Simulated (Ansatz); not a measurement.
Spectroscopic constants of TiCl, multiplicity 4 (the spin of the measured ground state). No spin–orbit coupling. Ti is treated without relativity.

The constants come from a fifth-degree fit in 1/R (seven points, main isotopes). In def2 and cc sets the state is the lowest found near the PBE0 minimum, followed along R.

Correlated levels freeze the inner cores; with def2 sets outer-core shells near the valence are correlated too.

Run with Ansatz (a quantum-chemistry and plane-wave program) with Gaussian orbitals. Values without a source in brackets are computed.

**Question.** What bond length and harmonic frequency does PBE/def2-TZVPP give, and what D_e (from each atom's lowest state at the same level)?

**Answer.** r_e = 2.236 Å, ω_e = 409 cm⁻¹, D_e = 4.89 eV.

**Question.** What bond length and harmonic frequency does CAM-B3LYP/def2-TZVPP give, and what D_e (from each atom's lowest state at the same level)?

**Answer.** r_e = 2.264 Å, ω_e = 406 cm⁻¹, D_e = 4.52 eV.

**Question.** What bond length and harmonic frequency does CCSD(T)/def2-TZVPP give, and what D_e (from each atom's lowest state at the same level)?

**Answer.** r_e = 2.274 Å, ω_e = 403 cm⁻¹, D_e = 4.18 eV.

Measured for the ground state: r_e 2.265 Å, B_e 0.16255 cm-1, α_e 0.00080418 cm-1 [NIST CCCBDB]. D_0 4.163 ± 0.11 eV (a handbook's tabulated 298 K bond energy less 3RT/2; such tables hold older values) [Luo, bond dissociation energies, CRC Handbook].
